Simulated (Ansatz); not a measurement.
Isolated molecules relaxed with PBE0-D4/def2-TZVP in Ansatz; ΔE leaves out vibrations. CBS: MP2 limit from def2 TZ/QZ plus the TZ coupled-cluster correction, frozen cores. DFT in def2-TZVPP. One conformer a species, not always the lowest.

Consider the cleavage of the Si–Si bond: `F[SiH2][SiH2]S` + `F[SiH](F)S` → `F[SiH2]S[SiH](F)F` + `[SiH3]S`.

```json
{"level": "LDA (SPW92)", "ΔE (eV)": "-0.69"}
{"level": "revPBE-D4", "ΔE (eV)": "-0.70"}
{"level": "B97M-V", "ΔE (eV)": "-0.76"}
{"level": "PBE0-D4", "ΔE (eV)": "-0.73"}
{"level": "CCSD/def2-TZVPP", "ΔE (eV)": "-0.78"}
{"level": "HF/def2-QZVPP", "ΔE (eV)": "-0.85"}
{"level": "MP2/def2-QZVPP", "ΔE (eV)": "-0.90"}
{"level": "HF/CBS(def2)", "ΔE (eV)": "-0.85"}
```

Problem. What does CCSD(T)/CBS give? (An estimate is asked.)

Solution. Ansatz gave: -0.80 eV. The listed levels differ from it by 0.11, 0.10, 0.04, 0.07, 0.02, -0.05, -0.10, -0.05 eV.

Largest T1 diagnostic among the species: 0.012.

Leaving LDA and LC-ωPBE aside and taking each functional with its dispersion term where it has one, the values, not all of them listed here, spread over 0.16 eV, from ωB97M-V to PBE-D4. At CCSD(T), def2-SVP lies +0.05 eV from the extrapolated value and def2-TZVPP +0.02 eV.
